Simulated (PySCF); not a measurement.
Compound: C4H3ClP2.
SMILES: `Clc1cpccp1`

Level of theory: PySCF 2.14.0, density-fitted response routines, TDDFT CAM-B3LYP/def2-SVPD, vertical, gas phase, core orbitals frozen in the response. Isolated species at its GFN2-xTB geometry, gas phase.

Each state is given a Gaussian of 0.3 eV full width at half maximum, with ε(max) = 2.175×10⁸ f / Δν̃ (Δν̃ the width in cm⁻¹). The cross-section is σ = 3.8235×10⁻²¹ ε cm², given in Mb (10⁻¹⁸ cm²). The width is an assumption, not a result. The curve ends short of the highest state used, and states not computed would add to its high-energy end.

(E (eV), σ (Mb)): (3.70, 0.05), (3.74, 0.15), (3.78, 0.39), (3.83, 1.11), (3.87, 2.33), (3.91, 4.44), (3.95, 7.70), (4.00, 13.46), (4.04, 19.09), (4.08, 25.02), (4.12, 30.60), (4.17, 36.35), (4.21, 39.76), (4.25, 42.02), (4.29, 42.94), (4.34, 41.70), (4.38, 38.50), (4.42, 33.57), (4.46, 27.69), (4.51, 20.55), (4.55, 15.98), (4.59, 12.71), (4.63, 10.54), (4.68, 8.74), (4.72, 7.60), (4.76, 6.56), (4.80, 5.62), (4.85, 4.80), (4.89, 4.76), (4.93, 5.83), (4.97, 8.85), (5.02, 17.02), (5.06, 28.15), (5.10, 43.35), (5.14, 61.11), (5.19, 82.10)

Question: Locate the maxima and give the states behind the curve.

Answer: 289 nm (4.29 eV), ε about 11000, made up of S1 (31%) and S2 (69%) (ε in L mol⁻¹ cm⁻¹; maxima over ε = 5, shares over 10%). At its high-energy end, 5.19 eV, the curve is still rising (ε about 21000, from S5). The states used: S1 4.15 eV (f 0.073); S2 4.36 eV (f 0.097); S3 4.64 eV (f 0.019); S4 4.85 eV (f 0.0072); S5 5.26 eV (f 0.279); S6 5.47 eV (f 0.0001); S7 5.62 eV (f 0.0003); S8 5.79 eV (f 0.0001).

Question: What would ε be at 4.29 eV, the highest of these maxima, with half the width (0.15 eV)?

Answer: About 11300 L mol⁻¹ cm⁻¹ against 11200, a factor of about 1.0; a lone state at its own centre would give exactly 2.

Question: On this curve, what absorbance would a 10⁻⁵ mol/L sample give at 266 nm over a 1 cm path?

Answer: 266 nm is 4.661 eV, where ε is about 2400 L mol⁻¹ cm⁻¹, so A = ε c l ≈ 0.024 (Beer–Lambert, with the gas-phase spectrum and the assumed width).

Question: Coming from long wavelengths, where does ε first pass 100 L mol⁻¹ cm⁻¹?

Answer: At about 328 nm (3.78 eV), 0.37 eV below S1.

Time: 21 s. Hardware: x86-64 server, one thread (shared host).
